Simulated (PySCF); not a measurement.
Radial density of Ca¹⁹⁺ (calcium, charge +19)

UHF, 1s1, 2S determinant. All numbers are calculated (PySCF 2.14, the spin-free X2C one-electron Hamiltonian (Gaussian nucleus), in an uncontracted even-tempered set (17 s from 15 bohr⁻², ratio 2.2; 7 p from 23 bohr⁻², ratio 2.4; 4 d from 70 bohr⁻², ratio 2.4; 3 f from 100 bohr⁻², ratio 2.4; 3 g from 160 bohr⁻², ratio 2.4)).

```json
{"r (bohr)": "0.00101", "4πr²ρ (e/bohr)": "0.04087", "4πr²(ρα − ρβ)": "0.0409"}
{"r (bohr)": "0.00171", "4πr²ρ (e/bohr)": "0.1074", "4πr²(ρα − ρβ)": "0.1074"}
{"r (bohr)": "0.00287", "4πr²ρ (e/bohr)": "0.2777", "4πr²(ρα − ρβ)": "0.2777"}
{"r (bohr)": "0.00483", "4πr²ρ (e/bohr)": "0.6974", "4πr²(ρα − ρβ)": "0.6974"}
{"r (bohr)": "0.00812", "4πr²ρ (e/bohr)": "1.668", "4πr²(ρα − ρβ)": "1.6684"}
{"r (bohr)": "0.0137", "4πr²ρ (e/bohr)": "3.667", "4πr²(ρα − ρβ)": "3.6672"}
{"r (bohr)": "0.0230", "4πr²ρ (e/bohr)": "6.969", "4πr²(ρα − ρβ)": "6.9691"}
{"r (bohr)": "0.0386", "4πr²ρ (e/bohr)": "10.32", "4πr²(ρα − ρβ)": "10.3240"}
{"r (bohr)": "0.0650", "4πr²ρ (e/bohr)": "10.01", "4πr²(ρα − ρβ)": "10.0117"}
{"r (bohr)": "0.109", "4πr²ρ (e/bohr)": "4.743", "4πr²(ρα − ρβ)": "4.7426"}
{"r (bohr)": "0.184", "4πr²ρ (e/bohr)": "0.6714", "4πr²(ρα − ρβ)": "0.6714"}
{"r (bohr)": "0.309", "4πr²ρ (e/bohr)": "0.01256", "4πr²(ρα − ρβ)": "0.0126"}
```

Densities and radii are taken from the X2C orbitals without a picture-change correction, which distorts them close to the nucleus.
